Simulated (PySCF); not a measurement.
## Two-component Hartree-Fock for Ti+ (titanium, charge +1)

Start: [Ar] 3d2 4s1; 3d5/2 filled at m_j = +3/2, +5/2; 4s1/2 filled at m_j = +1/2. Calculated with PySCF 2.14 in x2c-SVPall-2c with one added diffuse shell each of s, d type (6s5p4d1f, 48 functions): generalised Hartree-Fock with the X2C-1e Hamiltonian and a Gaussian nucleus; one run each with spin-orbit coupling (SO) switched off, then screened by Boettger's factors. This is a chosen level, not necessarily the ground level.

```tsv
spinor shell	electrons	ε, spin-free (eV)	ε, screened SO (eV)	weight of nominal j (screened SO)	rms radius, screened SO (bohr)
1s1/2	2	-5023.6	-5023.6	1.000	0.0805
2s1/2	2	-596.26	-596.27	1.000	0.350
2p1/2	2	-492.24	-496.09	0.996	0.318
2p3/2	4	-492.24	-490.35	0.998	0.321
3s1/2	2	-86.316	-86.324	1.000	1.08
3p3/2	4	-56.244	-56.788	0.852	1.18
3p1/2	2	-56.244	-55.183	0.704	1.18
3d5/2	2	-19.209	-19.199	0.897	1.64
4s1/2	1	-12.985	-12.986	1.000	3.55
```

```tsv
quantity	spin-free	screened SO
E (hartree)	-852.41874	-852.42218
M_J	9/2	9/2
⟨J²⟩	24.754	24.754
⟨L²⟩	12.004	12.005
⟨S²⟩	3.750	3.751
```

Each row is a mean over spinors that exchange with the open shell spreads, by up to 7.413 eV (3p3/2).

Rows whose weight is well below 1 are mixtures of j = l ± 1/2: exchange outweighs spin-orbit coupling there, and the label is only the starting occupation.

Without spin-orbit coupling the j labels of p, d and f shells carry no meaning; the spin-free column gives the mean over the occupied spinors of each nl shell.
